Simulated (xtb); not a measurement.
Cl2H4OSi2, SMILES O[Si]([SiH3])(Cl)Cl. All values are semi-empirical tight-binding results from xtb (GFN2-xTB unless named), good for trends rather than for accurate numbers. Coordinates come from a GFN2-xTB optimisation. The values are those of a single conformer.

Optimised geometry:

```xyz
9

O     -0.3045    -0.3211     1.7762
Si    -0.0677    -0.0262     0.1997
Si     2.1324    -0.6467    -0.1038
Cl    -1.4526    -1.0819    -0.8632
Cl    -0.5030     1.9358    -0.1535
H     -1.1227    -0.1640     2.2480
H      2.3214    -2.0625     0.2187
H      2.5595    -0.4430    -1.4913
H      3.0177     0.1406     0.7569
```

The point group as xtb finds it comes out as Cs, the orbital gap is 4.78 eV and the dipole moment is 1.61 D. The zero-point energy is 25.4 kcal/mol and the G − E(el) at 298.15 K (modified RRHO) is 3.6 kcal/mol. The static polarisability (D4 model) is 90.6 bohr³. The solvation energy, GFN2-xTB/ALPB(water) is -5.7 kcal/mol and the solvation energy, GFN2-xTB/ALPB(dmf) is -8.7 kcal/mol.

Computed atomic charges and the Wiberg bond orders between heavy atoms:
charges (e) O1 -0.47, Si2 0.53, Si3 0.40, Cl4 -0.27, Cl5 -0.27, H6 0.32, H7 -0.08, H8 -0.09, H9 -0.08. Bond orders O1–Si2 1.21, Si2–Si3 0.76, Si2–Cl4 1.04, Si2–Cl5 1.03.
